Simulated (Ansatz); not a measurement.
`C[NH][AlH][Cl]` + H₂S → `C[NH][AlH][SH]` + HCl at 600 K and 1 bar (ligand exchange at the Al–Cl bond).

Computed with Ansatz on PBE0-D4/def2-TZVP structures; ΔE is electronic, products minus reactants. CCSD(T)/CBS is the MP2 limit (def2-TZVPP, def2-QZVPP) plus CCSD(T) − MP2 in def2-TZVPP, frozen cores. This one scheme is used for every species. One conformer a species, not always the lowest.

| species | CCSD(T)/CBS energy (Eh) | H − E (kJ/mol) | S (J/(mol·K)) |
| --- | --- | --- | --- |
| `C[NH][AlH][Cl]` | -797.65353 | 218.3 | 405.3 |
| H₂S | -398.97279 | 60.8 | 230.9 |
| `C[NH][AlH][SH]` | -736.22383 | 245.1 | 431.0 |
| HCl | -460.38127 | 35.4 | 207.2 |

H − E and S are ideal-gas, rigid-rotor, harmonic terms from PBE0-D4/def2-TZVP, for one conformer and one mirror image of each species. 1 Eh = 2625.50 kJ/mol, R = 8.31446 J/(mol·K).

Question: By hand: ΔE, ΔH, ΔS and ΔG.

Answer: ΔE = (-736.22383) + (-460.38127) − (-797.65353) − (-398.97279) = 0.02122 Eh = 55.7 kJ/mol. Δ(H − E) = 245.1 + 35.4 − 218.3 − 60.8 = 1.4, so ΔH = 57.1 kJ/mol. ΔS = 431.0 + 207.2 − 405.3 − 230.9 = 2.0 J/(mol·K). ΔG = 57.1 − 600 × (2.0)/1000 = 55.9 kJ/mol.

Question: By hand: the equilibrium constant, and the temperature at which ΔG would vanish if ΔH and ΔS stayed fixed.

Answer: log₁₀ K = −ΔG/(RT ln 10) = -4.9. ΔG = 0 at ΔH/ΔS = 28550 K, far beyond where these terms or the molecules hold.

The number of gas molecules stays the same, so ΔS is small and ΔH decides. A doubt of 5 kJ/mol in ΔE shifts log₁₀ K by 0.4 here. Other conformers and mirror images would add mixing entropy, several J/(mol·K) or more a flexible species. These are equilibria of isolated gas molecules and say nothing of rates. Largest T1 diagnostic: 0.011 (customary marks: 0.02 for closed shells, 0.045 for open ones).
